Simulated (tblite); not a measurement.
Write a Z-matrix for `C[C@H](CC(F)(F)F)[SiH](N)N` as optimised with GFN2-xTB.

Z-matrix in Å and degrees, rows numbered from 1:
```
C 
C   1  1.5264
C   2  1.5299  1  108.27
C   3  1.5079  2  113.28  1   174.14
F   4  1.3429  3  113.41  2   -47.24
F   4  1.3451  3  113.57  2    73.74
F   4  1.3468  3  111.81  2  -166.95
Si  2  1.9236  1  110.89  3  -124.61
N   8  1.7227  2  115.97  1   -30.03
N   8  1.7196  2  105.45  1  -143.16
H   1  1.0899  2  111.27  3   -56.27
H   1  1.0885  2  110.65  3    64.08
H   1  1.0866  2  110.21  3  -176.26
H   2  1.0938  1  107.69  3   116.03
H   3  1.0918  2  110.74  1   -65.43
H   3  1.0945  2  110.56  1    54.62
H   8  1.4691  2  108.17  1    86.08
H   9  1.0064  8  118.26  2   -76.12
H   9  1.0052  8  118.91  2    61.91
H  10  1.0065  8  118.93  2   -52.93
H  10  1.0069  8  116.85  2   172.12
```

N9 (silicon-bound nitrogen) is pyramidal (angles 118.9°, 118.3° and 110.1°, sum 347.3°, 0.24 Å off the plane of its three neighbours). Si8 (SiH silicon) is distorted tetrahedral (angles from 102.9° to 121.0°). All 3 C–F bonds measure 1.343 to 1.347 Å. The C–C distances run from 1.508 Å (C3–C4, drawn single) to 1.530 Å (C2–C3, drawn single), a spread of 0.022 Å.

The geometry is computed with GFN2-xTB (gas phase).

Point group: C1 (no symmetry element, even within 0.4 Å). Its GFN2-xTB frequencies are all real (lowest 40 cm⁻¹). One conformer, not necessarily the lowest (C1–C2–C3–C4 174°, C1–C2–Si8–N9 -30°, C2–Si8–N9–H -76° and 62°, C2–Si8–N10–H -53° and 172°). 3 starts were optimised and ended at 0.00, 1.02 and 1.52 kcal/mol (GFN2-xTB); the lowest of these is shown.
